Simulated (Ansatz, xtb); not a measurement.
**Relative energy of two isomers of C4H5NO3**

Structure X is `CC(=O)/N=C\C(=O)O`, a singlet and structure Y is `NC(=O)/C=C\OC=O`, a singlet. Both are isolated molecules in the gas phase, relaxed with PBE0-D3(BJ)/def2-SVP; the shapes shown needn't be the lowest conformers.

X (Å):

```xyz
13

C    -1.8948    2.2017   -1.1813
C    -1.9308    0.7229   -1.4437
C    -1.1625   -0.6357    0.3558
C     0.2980   -0.4844    0.0212
N    -2.0805   -0.0577   -0.2836
O    -1.9614    0.2094   -2.5310
O     0.7318    0.3335   -0.7445
O     1.0422   -1.3556    0.6982
H    -2.7140    2.4981   -0.5102
H    -0.9405    2.4557   -0.6961
H    -1.9737    2.7326   -2.1375
H    -1.4076   -1.2777    1.2148
H     1.9667   -1.2096    0.4421
```

Y (Å):

```tsv
atom	x (Å)	y (Å)	z (Å)
C	1.1117	0.3004	0.3581
C	1.2520	1.1830	1.5531
C	0.3975	2.0597	2.0871
C	-1.6510	3.1951	2.1598
N	-0.0526	0.3726	-0.3357
O	2.0229	-0.4421	0.0451
O	-0.8458	2.2894	1.5533
O	-1.3734	3.8219	3.1321
H	-0.8009	0.9929	-0.0640
H	-0.1493	-0.2256	-1.1447
H	2.2167	1.0705	2.0504
H	0.6178	2.6533	2.9769
H	-2.6038	3.2498	1.5978
```

Q: Estimate which is lower in electronic energy at CCSD(T)/def2-SVP + ΔMP2/def2-TZVPP, and by roughly how much.

A: Too close to call at this level: CCSD(T)/def2-SVP + ΔMP2/def2-TZVPP gives E(Y) − E(X) = +0.77 kcal/mol.

How the difference moves with the method:

```tsv
level	geometry	E(Y) − E(X) (kcal/mol)	departure from the last row (kcal/mol)	job, with rough time for the two
GFN2-xTB	GFN2-xTB	+3.01	+2.24	optimisation, 0.25 s
HF/STO-3G	GFN2-xTB	+2.83	+2.06	single point, 0.36 s
r2SCAN-D4/def2-SVP	GFN2-xTB	−1.20	−1.97	single point, 3.6 s
PBE0-D3(BJ)/def2-SVP	PBE0-D3(BJ)/def2-SVP	−1.15	−1.92	optimisation, 38 s
HF/def2-SVP	PBE0-D3(BJ)/def2-SVP	−0.84	−1.61	part of the CCSD(T) run
MP2/def2-SVP	PBE0-D3(BJ)/def2-SVP	+2.94	+2.17	part of the CCSD(T) run
CCSD(T)/def2-SVP	PBE0-D3(BJ)/def2-SVP	+2.96	+2.19	single point
CCSD(T)/def2-SVP + ΔMP2/def2-TZVPP	PBE0-D3(BJ)/def2-SVP	+0.77		single point, 89 s
```

As drawn, Y has 1 C=C, 1 C–O, 2 N–H in place of 1 C–C, 1 C=N, 1 C–H, 1 O–H.

The largest departure from CCSD(T)/def2-SVP + ΔMP2/def2-TZVPP is that of GFN2-xTB, 2.24 kcal/mol. The last row adds to CCSD(T) the change of the MP2 difference between the two basis sets, here −2.19 kcal/mol.

With thermal terms from frequencies at re-optimised GFN2-xTB minima (ideal gas, soft modes damped towards free rotors, one conformer each, 298.15 K, 1 atm): the zero-point term adds +0.40 kcal/mol; ΔH is +0.96 and ΔG +1.79 kcal/mol.

The correlated steps freeze 8 core orbitals. Codes used: Ansatz 0.2.0, xtb 6.7.1; the last row on 4 threads of Arm Neoverse V1 on a shared host.
